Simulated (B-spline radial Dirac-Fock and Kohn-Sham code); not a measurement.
## Satellites and hypersatellites of the K lines of Zr⁴⁺

System: Zr⁴⁺, [Ar] 3d10 4s2 4p6, inside a Watson sphere of charge -4 and radius 3 Å (a model of the Madelung potential; inside it an electron's potential energy is raised by 19.2 eV).

The run's input, task.json:

```json
{"items": [{
  "Z": 40,
  "q": 4,
  "cfg": [[1, 0, 2], [2, 0, 2], [2, 1, 6], [3, 0, 2], [3, 1, 6], [3, 2, 10], [4, 0, 2], [4, 1, 6]],
  "A": 90,
  "rrms": 4.2694,
  "watson": [-4, 3.0],
  "do": ["binding", "quiet", "double"]
}]}
```

Run with: `python xray_run.py task.json out`

Method: Dirac-Fock (average of configuration) total-energy differences with a finite nucleus, the Breit interaction including its frequency dependence, and self-energy and vacuum-polarisation corrections. Computed with a radial atomic solver. Each two-hole energy is an average over J within one jj subconfiguration, not an observable level; in light atoms, where LS coupling holds, the j-resolved values are not observed lines, and for a K spectator the Kα1 hypersatellite is nearly forbidden. Correlation and solid-state effects are left out.

Lines without a spectator: Kα2 (K-L2) 15688.6 eV, Kα1 (K-L3) 15773.1 eV, Kβ3 (K-M2) 17649.9 eV, Kβ1 (K-M3) 17663.7 eV. Shifts in eV with one spectator hole (a dash: not computed, or left out as unreliable):

```csv
spectator hole,Kα2,Kα1,Kβ3,Kβ1
L2 (2p1/2),+45.5,+56.5,–,+123.3
L3 (2p3/2),+47.8,+46.9,+114.0,–
M2 (3p1/2),–,+5.20,+12.71,+15.75
M3 (3p3/2),+4.18,–,+14.05,+13.48
M4 (3d3/2),+0.04,-1.81,–,–
M5 (3d5/2),-2.05,-0.79,–,–
```

Problem. Where does the K-L3 hypersatellite lie, emitted when both K electrons are missing?

Solution. +449.7 eV from the normal line, at 16222.8 eV. Removing both K electrons costs 36678.5 eV, which is 611.2 eV more than twice the K binding energy.

With n spectator holes in 2p, averaged over the 2p shell (energies in eV):

```tsv
n	KαLⁿ	step	hypersatellite KαʰLⁿ
0	15744.9	–	16191.7
1	15794.5	+49.6	16242.7
2	15845.3	+50.8	16294.8
3	15897.3	+52.0	16348.2
4	15950.5	+53.2	16402.7
5	16004.9	+54.4	16458.5
```
